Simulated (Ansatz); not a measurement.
Consider the formal loss of a carbene: `BN(C)[SiH2]Cl` → `BN[SiH2]Cl` + `[CH2]` (triplet).

Calculated with Ansatz (gas phase, PBE0-D4/def2-TZVP geometries, no zero-point term in ΔE). CCSD(T)/CBS adds triple-zeta CCSD(T) − MP2 to the extrapolated MP2 energy (def2 sets, frozen cores). This one scheme is used for every species. Functionals use def2-TZVPP. B3LYP here is the variant with VWN-RPA as its local correlation; programs differ in this. Triplets are unrestricted, without spin–orbit coupling. One conformer a species, not always the lowest.

| level | ΔE (eV) | difference from CCSD(T)/CBS |
| --- | --- | --- |
| PBE-D4 | 4.27 | 0.09 |
| B97M-V | 4.16 | -0.02 |
| ωB97X-V | 4.30 | 0.12 |
| ωB97M-V | 4.21 | 0.03 |
| revPBE | 3.89 | -0.29 |
| r2SCAN | 3.91 | -0.27 |
| B3LYP | 3.98 | -0.20 |
| r2SCANh | 3.89 | -0.29 |
| r2SCAN0 | 3.86 | -0.32 |
| CCSD/def2-TZVPP | 3.95 | -0.23 |
| CCSD(T)/def2-TZVPP | 4.08 | -0.10 |
| HF/def2-QZVPP | 2.60 | -1.58 |
| MP2/def2-QZVPP | 4.27 | 0.09 |
| SCS-MP2/def2-QZVPP | 4.29 | 0.11 |
| MP2/CBS(def2) | 4.31 | 0.13 |
| CCSD/CBS(def2) | 4.05 | -0.13 |
| CCSD(T)/CBS | 4.18 | 0 |

Largest T1 diagnostic among the species: 0.011.

From r2SCAN to r2SCAN0 (25 % exact exchange), in def2-TZVPP and without D4, ΔE moves by −0.05 eV. At CCSD(T), def2-SVP lies −0.12 eV from the extrapolated value and def2-TZVPP −0.10 eV. Leaving LDA and LC-ωPBE aside and taking each functional with its dispersion term where it has one, the values, not all of them listed here, spread over 0.41 eV, from r2SCAN0-D4 to ωB97X-V. LDA lies +0.81 eV from PBE without D4.
